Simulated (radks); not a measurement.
Results of a calculation; reference values are marked as such.
Zn2+, configuration [Ar] 3d10. Level of theory: Dirac Kohn-Sham, PBE, spin-unpolarised, spherical densities, finite nucleus; Fermi nuclear charge, rms radius 3.9283 fm (a radial shooting solver on a logarithmic mesh with Libxc functionals).

Normalised radial functions P(r) = r R(r) (large component), r in bohr:

r          2p1/2    3s1/2
0.002131  0.0060   0.0833
0.002403  0.0072   0.0928
0.002709  0.0088   0.1034
0.003079  0.0108   0.1158
0.003472  0.0132   0.1285
0.003914  0.0161   0.1425
0.004413  0.0198   0.1577
0.004976  0.0242   0.1742
0.00561   0.0298   0.1919
0.006326  0.0366   0.2109
0.007132  0.0450   0.2310
0.008042  0.0553   0.2521
0.00914   0.0690   0.2756
0.01031   0.0848   0.2980
0.01162   0.1042   0.3206
0.0131    0.1278   0.3428
0.01477   0.1565   0.3637
0.01665   0.1913   0.3826
0.01878   0.2332   0.3984
0.02117   0.2834   0.4098
0.02387   0.3432   0.4152
0.02713   0.4190   0.4127
0.03059   0.5026   0.4005
0.03449   0.5996   0.3768
0.03889   0.7106   0.3399
0.04384   0.8361   0.2879
0.04943   0.9757   0.2198
0.05574   1.1281   0.1350
0.06284   1.2909   0.0341
0.07085   1.4600  -0.0810
0.08053   1.6411  -0.2152
0.0908    1.8039  -0.3454
0.1024    1.9507  -0.4718
0.1154    2.0715  -0.5840
0.1301    2.1557  -0.6703
0.1467    2.1931  -0.7181
0.1654    2.1758  -0.7153
0.1865    2.0994  -0.6522
0.2103    1.9639  -0.5236
0.239     1.7611  -0.3152
0.2695    1.5284  -0.0624
0.3039    1.2714   0.2286
0.3426    1.0092   0.5338
0.3863    0.7608   0.8246
0.4356    0.5417   1.0716
0.4911    0.3620   1.2495
0.5537    0.2254   1.3413
0.6243    0.1298   1.3424
0.7096    0.0655   1.2527
0.8       0.0312   1.1033
0.902     0.0134   0.9159
1.017     0.0051   0.7164
1.147     0.0017   0.5268
1.293     0.0005   0.3631
1.458     0.0001   0.2334
1.644     0.0000   0.1391
1.853     0.0000   0.0763
2.106     0.0000   0.0363
2.375     0.0000   0.0163
2.677     0.0000   0.0065
3.019     0.0000   0.0023
3.404     0.0000   0.0007

2p1/2: eigenvalue -1040.2 eV, 0 radial nodes, <r> = 0.196 bohr, 90 % of the charge inside 0.321 bohr. 3s1/2: eigenvalue -150.07 eV, 2 radial nodes at r = 0.0652, 0.277 bohr, <r> = 0.682 bohr, 90 % of the charge inside 1.02 bohr.
